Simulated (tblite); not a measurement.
Species: C6H7BF2.
SMILES with atom numbers: `[CH:1]#[C:2][CH2:3]/[C:4]([CH3:5])=[CH:6]\[B:7]([F:8])[F:9]` (hydrogens: H10 on C1; H11, H12 on C3; H13, H14, H15 on C5; H16 on C6)

Computed with GFN2-xTB (tblite), gas phase: L-BFGS steps from a force-field or distance-geometry start until the largest atomic force falls under 0.01 eV/Å.

Step 39: E = -737.9584 eV
```
atom  x, y, z in Å  |  force x, y, z in eV/Å
C1     -2.3058   -1.5299   -0.4323    0.002  -0.016   0.032
C2     -1.4288   -1.1158    0.2680   -0.017  -0.004  -0.007
C3     -0.3411   -0.5632    1.0570   -0.016  -0.001   0.002
C4      0.2717    0.5670    0.2718    0.035   0.018   0.084
C5     -0.1605    1.9553    0.6291   -0.007   0.014  -0.011
C6      1.1361    0.3443   -0.7323   -0.042  -0.009   0.008
B7      1.6601   -1.0139   -1.2218    0.027  -0.024  -0.023
F8      2.3772   -1.1143   -2.3311    0.027   0.002  -0.012
F9      1.4887   -2.1780   -0.6114    0.022  -0.002  -0.032
H10    -3.0743   -1.9341   -1.0200   -0.018   0.013   0.001
H11    -0.7307   -0.2184    2.0185    0.021   0.029  -0.032
H12     0.3902   -1.3537    1.2350   -0.022   0.007   0.007
H13    -0.5040    2.4819   -0.2593   -0.001   0.018   0.004
H14    -0.9592    1.9569    1.3674    0.022  -0.015  -0.036
H15     0.6865    2.5136    1.0308   -0.034  -0.028   0.004
H16     1.4863    1.2111   -1.2807    0.001   0.000   0.011
```

Step 40: E = -737.9589 eV
```
atom  x, y, z in Å  |  force x, y, z in eV/Å
C1     -2.3072   -1.5270   -0.4311   -0.019  -0.041   0.020
C2     -1.4283   -1.1175    0.2692    0.007   0.010  -0.008
C3     -0.3411   -0.5632    1.0580   -0.037  -0.006   0.004
C4      0.2732    0.5661    0.2728    0.013   0.010   0.073
C5     -0.1598    1.9547    0.6281   -0.006   0.013  -0.007
C6      1.1358    0.3428   -0.7325   -0.036  -0.002   0.023
B7      1.6623   -1.0128   -1.2238    0.019  -0.019  -0.026
F8      2.3812   -1.1093   -2.3317    0.040   0.004  -0.032
F9      1.4905   -2.1784   -0.6183    0.014  -0.034  -0.006
H10    -3.0766   -1.9352   -1.0151   -0.014   0.021  -0.001
H11    -0.7376   -0.2163    2.0159    0.041   0.030  -0.018
H12     0.3888   -1.3539    1.2408   -0.020   0.013   0.004
H13    -0.5022    2.4814   -0.2611    0.007   0.011   0.014
H14    -0.9593    1.9564    1.3654    0.018  -0.014  -0.037
H15     0.6867    2.5119    1.0320   -0.033  -0.020   0.000
H16     1.4862    1.2093   -1.2798    0.006   0.023  -0.002
```

Q: Estimate the geometry and energy of step 41. (The exact step hangs on the optimiser's Hessian estimate; all steps are aligned on step 40, rigid shifts and turns removed.)

A: E = -737.9595 eV, largest force 0.055 eV/Å
```
atom  x, y, z in Å  |  force x, y, z in eV/Å
C1     -2.3091   -1.5228   -0.4300   -0.013  -0.046   0.027
C2     -1.4285   -1.1173    0.2706    0.003   0.010  -0.025
C3     -0.3405   -0.5637    1.0591   -0.041  -0.007   0.006
C4      0.2753    0.5653    0.2750   -0.010  -0.005   0.030
C5     -0.1605    1.9539    0.6267   -0.001   0.004   0.002
C6      1.1351    0.3412   -0.7326   -0.009  -0.001   0.021
B7      1.6655   -1.0128   -1.2252    0.012  -0.029  -0.024
F8      2.3839   -1.1061   -2.3344    0.027   0.003  -0.008
F9      1.4958   -2.1795   -0.6203    0.019  -0.016  -0.017
H10    -3.0796   -1.9322   -1.0120   -0.009   0.027   0.001
H11    -0.7396   -0.2151    2.0149    0.046   0.029   0.002
H12     0.3881   -1.3553    1.2438   -0.021   0.018   0.001
H13    -0.5013    2.4809   -0.2631    0.015   0.003   0.017
H14    -0.9615    1.9544    1.3619    0.004  -0.011  -0.029
H15     0.6841    2.5104    1.0343   -0.023  -0.005  -0.001
H16     1.4854    1.2077   -1.2801    0.002   0.026  -0.003
```

The energy changes by -0.0006 eV. The first-order estimate −F·Δx gives -0.0007 eV and the mean of the old and new forces, exact on a quadratic surface, -0.0005 eV. The step makes an angle of 71° with the force vector and moves no atom by more than 0.006 Å.

What follows is the cost of the whole relaxation. On one thread of an Arm Neoverse V1, on a shared host, this took 0.67 s of wall time.
